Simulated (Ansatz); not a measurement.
CH$_{7}$BOSSi, SMILES `CSBO[SiH3]`, relaxed with RKS PBE0-D4/def2-TZVP in Ansatz 0.2.0 from a PBE-D4/def2-SVP geometry. The force threshold is 0.005 eV/Å; the program also tests the step.

Charge 0, multiplicity 1.

Start:

```xyz
12

C    -2.534   -0.611   -0.079
S    -0.801   -0.583    0.511
B     0.015    0.521   -0.673
O     1.348    0.791   -0.567
Si    2.551    0.279    0.516
H    -2.656    0.088   -0.928
H    -2.797   -1.637   -0.403
H    -3.203   -0.309    0.749
H    -0.631    1.032   -1.571
H     2.661   -1.220    0.487
H     3.831    0.905    0.051
H     2.216    0.745    1.906
```

(1) By how much does the energy fall, and how many steps does the optimiser take? (An estimate is asked.)

(2) Which bonds change most? (Estimate.)

(3) Give the relaxed structure. (Estimate.)

## Answers

(1) Ansatz gave: 0.07 eV, in 8 steps, 1 of them rejected.

(2) Ansatz gave: O4–Si5 from 1.697 to 1.654 Å; C1–S2 from 1.831 to 1.808 Å; B3–H9 from 1.219 to 1.199 Å; Si5–H12 from 1.503 to 1.484 Å.

(3) Ansatz gave: 
```xyz
12

C    -2.524   -0.604   -0.091
S    -0.817   -0.611    0.507
B     0.011    0.501   -0.640
O     1.332    0.762   -0.525
Si    2.536    0.285    0.504
H    -2.612    0.068   -0.944
H    -2.805   -1.613   -0.389
H    -3.182   -0.267    0.709
H    -0.621    1.016   -1.518
H     2.672   -1.193    0.476
H     3.784    0.923    0.026
H     2.227    0.734    1.885
```
